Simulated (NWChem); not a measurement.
Species: SiF₂, singlet; SMILES F[Si]F

```xyz
3

Si     0.0000     0.0000     0.5907
F      1.2659     0.0000    -0.4594
F     -1.2659     0.0000    -0.4594
```
Atoms are numbered in this order, from 1.

Results from NWChem. Low-valent species are run as closed-shell singlets; no triplet was tried in these runs. Coordinates come from a PBE-D3(BJ)/def2-SVP optimisation. B3LYP is NWChem's, with the RPA form of VWN correlation. Vertical excitations in the gas phase; the lowest state need not have the same character in each row.

Task: Among these, which level gives the highest value of “lowest excitation, singlet (eV)”?
(A) PBE0/aug-cc-pVDZ, TDA
(B) B3LYP/aug-cc-pVDZ, TDA
(C) BHandHLYP/aug-cc-pVDZ, TDA
(D) PBE/aug-cc-pVDZ, TDA

Result: C, BHandHLYP/aug-cc-pVDZ, TDA. Values: PBE/aug-cc-pVDZ, TDA 5.47; PBE0/aug-cc-pVDZ, TDA 5.67; B3LYP/aug-cc-pVDZ, TDA 5.68; BHandHLYP/aug-cc-pVDZ, TDA 5.86
